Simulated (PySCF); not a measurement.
## Cost of response and excited-state runs on SMILES FC1=C=CCCCCCC1, C9H13F

Molfile (atoms numbered from 1):
```
C9H13F
     RDKit          3D

 23 23  0  0  0  0  0  0  0  0999 V2000
    1.3601   -2.8199   -0.8756 F   0  0  0  0  0  0  0  0  0  0  0  0
    0.8387   -1.8666   -0.0460 C   0  0  0  0  0  0  0  0  0  0  0  0
    1.4929   -0.7691    0.1905 C   0  0  0  0  0  0  0  0  0  0  0  0
    2.0006    0.4036    0.4200 C   0  0  0  0  0  0  0  0  0  0  0  0
    1.6792    1.6179   -0.4122 C   0  0  0  0  0  0  0  0  0  0  0  0
    0.2162    2.0641   -0.2735 C   0  0  0  0  0  0  0  0  0  0  0  0
   -0.7842    0.9813   -0.7004 C   0  0  0  0  0  0  0  0  0  0  0  0
   -1.3564    0.1706    0.4736 C   0  0  0  0  0  0  0  0  0  0  0  0
   -1.6291   -1.2988    0.1239 C   0  0  0  0  0  0  0  0  0  0  0  0
   -0.4907   -2.2373    0.5485 C   0  0  0  0  0  0  0  0  0  0  0  0
    2.6848    0.5432    1.2475 H   0  0  0  0  0  0  0  0  0  0  0  0
    2.3332    2.4400   -0.1175 H   0  0  0  0  0  0  0  0  0  0  0  0
    1.8713    1.3923   -1.4640 H   0  0  0  0  0  0  0  0  0  0  0  0
    0.0866    2.9491   -0.9000 H   0  0  0  0  0  0  0  0  0  0  0  0
    0.0187    2.3627    0.7579 H   0  0  0  0  0  0  0  0  0  0  0  0
   -0.2899    0.3117   -1.4041 H   0  0  0  0  0  0  0  0  0  0  0  0
   -1.6137    1.4479   -1.2358 H   0  0  0  0  0  0  0  0  0  0  0  0
   -0.6659    0.2040    1.3167 H   0  0  0  0  0  0  0  0  0  0  0  0
   -2.2849    0.6422    0.8019 H   0  0  0  0  0  0  0  0  0  0  0  0
   -1.8037   -1.3942   -0.9492 H   0  0  0  0  0  0  0  0  0  0  0  0
   -2.5343   -1.6366    0.6328 H   0  0  0  0  0  0  0  0  0  0  0  0
   -0.7226   -3.2573    0.2364 H   0  0  0  0  0  0  0  0  0  0  0  0
   -0.4117   -2.2239    1.6389 H   0  0  0  0  0  0  0  0  0  0  0  0
  1  2  1  0
  2  3  2  0
  3  4  2  0
  4  5  1  0
  5  6  1  0
  6  7  1  0
  7  8  1  0
  8  9  1  0
  9 10  1  0
 10  2  1  0
  4 11  1  0
  5 12  1  0
  5 13  1  0
  6 14  1  0
  6 15  1  0
  7 16  1  0
  7 17  1  0
  8 18  1  0
  8 19  1  0
  9 20  1  0
  9 21  1  0
 10 22  1  0
 10 23  1  0
M  END
```

PySCF with density fitting, on 1 thread of an Arm Neoverse V1, shared host. Command: `OMP_NUM_THREADS=1 python excited_run.py task.json out`

Task: How long does this run take, and how much memory?
- excited states, PBE0/def2-SVP; Tamm-Dancoff; spin-orbit couplings; 8 states; 4 triplets; quadratic response for 4 states

Result: 
| run | level | basis functions | wall time | peak memory (GiB) |
| --- | --- | --- | --- | --- |
| excited states | PBE0/def2-SVP | 205 | 52 s | 0.9 |

Times from a shared host are rough.
